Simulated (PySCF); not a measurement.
Below is a simulated gas-phase Cl 2p photoelectron spectrum of `O[Si@]([SiH3])([GeH3])CCl`.

Every computed line was given a Gaussian of 0.6 eV full width at half maximum and an area set by the number of equivalent atoms (split 2:1 within a doublet); the highest printed point is 100. Computed, not measured: delta-SCF UKS SCAN, pcX-2 on the ionised atom, pcseg-1 elsewhere, spin-free X2C (PySCF 2.14.0).

```json
{"binding energy (eV)": "205.1", "intensity": "0"}
{"binding energy (eV)": "205.2", "intensity": "1"}
{"binding energy (eV)": "205.3", "intensity": "2"}
{"binding energy (eV)": "205.4", "intensity": "6"}
{"binding energy (eV)": "205.5", "intensity": "15"}
{"binding energy (eV)": "205.6", "intensity": "29"}
{"binding energy (eV)": "205.7", "intensity": "50"}
{"binding energy (eV)": "205.8", "intensity": "74"}
{"binding energy (eV)": "205.9", "intensity": "93"}
{"binding energy (eV)": "206.0", "intensity": "100"}
{"binding energy (eV)": "206.1", "intensity": "92"}
{"binding energy (eV)": "206.2", "intensity": "73"}
{"binding energy (eV)": "206.3", "intensity": "50"}
{"binding energy (eV)": "206.4", "intensity": "29"}
{"binding energy (eV)": "206.5", "intensity": "15"}
{"binding energy (eV)": "206.6", "intensity": "6"}
{"binding energy (eV)": "206.7", "intensity": "2"}
{"binding energy (eV)": "206.8", "intensity": "1"}
{"binding energy (eV)": "206.9", "intensity": "1"}
{"binding energy (eV)": "207.0", "intensity": "2"}
{"binding energy (eV)": "207.1", "intensity": "5"}
{"binding energy (eV)": "207.2", "intensity": "10"}
{"binding energy (eV)": "207.3", "intensity": "19"}
{"binding energy (eV)": "207.4", "intensity": "30"}
{"binding energy (eV)": "207.5", "intensity": "42"}
{"binding energy (eV)": "207.6", "intensity": "49"}
{"binding energy (eV)": "207.7", "intensity": "49"}
{"binding energy (eV)": "207.8", "intensity": "42"}
{"binding energy (eV)": "207.9", "intensity": "31"}
{"binding energy (eV)": "208.0", "intensity": "20"}
{"binding energy (eV)": "208.1", "intensity": "11"}
{"binding energy (eV)": "208.2", "intensity": "5"}
{"binding energy (eV)": "208.3", "intensity": "2"}
{"binding energy (eV)": "208.4", "intensity": "1"}
{"binding energy (eV)": "208.5", "intensity": "0"}
```

Count the maxima, the lines and the sites behind this envelope.

The curve has 2 maxima (at 206.0 and 207.7 eV). Under it lie 2 lines from 1 inequivalent chlorine site, drawn as a 2p3/2, 2p1/2 pair.

Decompose the envelope and assign each component. Numbering: `[OH:1][Si@:2]([SiH3:3])([GeH3:4])[CH2:5][Cl:6]`.

```
position (eV)  relative area      line  atoms     environment
       206.00           0.67  Cl 2p3/2    Cl6  alkyl chlorine
       207.65           0.33  Cl 2p1/2    Cl6  alkyl chlorine
```

What are the centre and the root-mean-square width of the whole band?

The area-weighted mean of the lines is 206.55 eV. Their own spread about it is 0.78 eV (rms) and each Gaussian has σ = 0.6/2.355 = 0.25 eV; the variances add, which gives 0.82 eV.

Shake-up satellites, vibrational structure and lifetime widths aren't simulated. For 2p shells one spin-free hole was relaxed; a mean-field spin–orbit operator and the ground-state splitting of the three 2p orbitals were then diagonalised within the shell. The shell's mean is (2 × 2p3/2 + 2p1/2)/3, and the degeneracies 2j + 1 give areas of 2:1. 2p1/2 minus 2p3/2 (ligand field included): Cl 1.65 eV. The structure is a single PBE0-D3(BJ)/def2-SVP conformer in the gas phase; no vibrational or solvent corrections.

Conformer computed: `[OH:1][Si@:2]([SiH3:3])([GeH3:4])[CH2:5][Cl:6]`: O1–Si2–C5–Cl6 59°, H–O1–Si2–Si3 -173°.
